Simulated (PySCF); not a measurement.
**Relaxation of quartet IrS₂**

Level of theory: UB3LYP in PySCF with Ir def2-SVP with ECP60, S def2-SVP; scalar-relativistic core potentials, no spin–orbit coupling; density-fitted integrals. A (50,194) grid was used.

A start displaced from a saddle point along its imaginary mode, of C2v symmetry, held to at least that symmetry:

```xyz
3
charge 0 multiplicity 4, angstrom
Ir    0.0398    0.0006    0.0000
S    -0.1200   -0.0019    2.1817
S    -0.1200   -0.0019   -2.1817
```

Problem. What does it relax to?

Solution. It ends at C2v with Ir–S 2.144 Å (×2); S–Ir–S 137.5°. The frequency run here used a shortcut that can spoil soft modes, so no verdict on minimum or saddle point is given. Other isomers or separated fragments may lie lower.

Problem. How much energy is released, and in how many steps?

Solution. 35.2 kJ/mol in 7 steps.

Open d and f shells are described by one determinant, and the ground state may have another occupation or spin. At this level a doublet minimum of C2v symmetry lies 95 kJ/mol below this structure. Spin–orbit coupling, left out here, can matter for elements this heavy.

The relaxation took of the order of 40 core-seconds on a shared host.
